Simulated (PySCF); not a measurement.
## C₆ coefficients of unlike pairs at PBE0

Calculated with PySCF 2.14 from the dipole response of each species, C₆(A,B) = (3/π) ∫ α_A(iu) α_B(iu) du, in atomic units, from isotropic polarisabilities. For ions this is the dispersion term alone; charge-induced terms of lower order in 1/R come first.

| species | configuration | basis | relativity | α (bohr³) | C₆ (like pair) |
| --- | --- | --- | --- | --- | --- |
| Se⁺ | [Ar] 3d10 4s2 4p3 (4S) | aug-cc-pVQZ-PP with ECP10MDF (7s6p5d3f2g) | core potential | 14.23 | 87.20 |
| Mg | [Ne] 3s2 (1S) | dyall-av2z (14s10p4d) | none | 74.86 | 672.6 |
| I⁺ | [Kr] 4d10 5s2 5p4 (3P) | x2c-QZVPPall with one added diffuse shell each of s, p, d, f type (14s10p8d5f1g) | spin-free X2C | 20.22 | 175.4 |
| Kr | [Kr] (1S) | aug-cc-pVTZ-DK (7s6p4d2f) | spin-free X2C | 17.03 | 132.1 |

Task: Estimate C₆ for I⁺ with Se⁺.

Result: The integral gives 123.5. The combination rule 2 C_A C_B / (C_A α_B/α_A + C_B α_A/α_B) gives 123.7 and the geometric mean 123.7.

No spin-orbit coupling is included.

The other pairs:

```json
{"pair": "I⁺, Mg", "C₆": "285.2"}
{"pair": "Kr, I⁺", "C₆": "152.0"}
{"pair": "Kr, Mg", "C₆": "244.0"}
{"pair": "Kr, Se⁺", "C₆": "107.3"}
{"pair": "Mg, Se⁺", "C₆": "201.6"}
```
